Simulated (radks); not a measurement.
Valence configurations of Ce I (all share [Xe]). All-electron calculation, scalar-relativistic Kohn-Sham, PBEsol, spin-polarised, spherical densities, finite nucleus; open shells are filled with parallel spins first (spin-orbit coupling, left out, can overturn this in heavy ions); Fermi nuclear charge, rms radius 4.8771 fm. Program: a radial shooting solver on a logarithmic mesh with Libxc functionals. Energies are relative to 4f1 5d1 6s2; eigenvalues in eV for spin up.

| valence | E (eV) | moment (Bohr magnetons) | e(4f) | e(5d) | e(6p) | e(6s) |
|---|---|---|---|---|---|---|
| 4f1 5d1 6s2 | 0.000 | 2 | -5.754 | -3.347 | - | -3.933 |
| 4f1.5 5d1 6s1 6p0.5 | 0.221 | 4 | -2.922 | -2.916 | -1.657 | -4.048 |
| 4f1 5d0.5 6s2 6p0.5 | 1.074 | 2 | -7.247 | -4.288 | -1.923 | -4.573 |
| 4f1 5d3 | 1.147 | 4 | -2.678 | -1.755 | - | - |
| 4f1 5d1 6s1 6p1 | 1.681 | 4 | -6.725 | -4.296 | -2.140 | -4.811 |
| 4f0.5 5d1.5 6s2 | 1.768 | 2 | -8.536 | -3.930 | - | -4.114 |
| 4f0.5 5d2 6s1 6p0.5 | 2.230 | 4 | -8.031 | -3.937 | -1.725 | -4.375 |
| 4f1 6s2 6p1 | 2.370 | 2 | -8.758 | - | -2.378 | -5.168 |
| 4f0.5 5d1.5 6s1.5 6p0.5 | 2.724 | 3 | -9.063 | -4.444 | -1.887 | -4.601 |
| 4f0.5 5d1 6s2 6p0.5 | 3.122 | 2 | -10.102 | -4.928 | -1.977 | -4.774 |

NIST lists [Xe] 4f1 5d1 6s2 as the ground configuration; this level of theory agrees among the configurations tried. The energies are those of spherical high-spin densities, not of single terms.
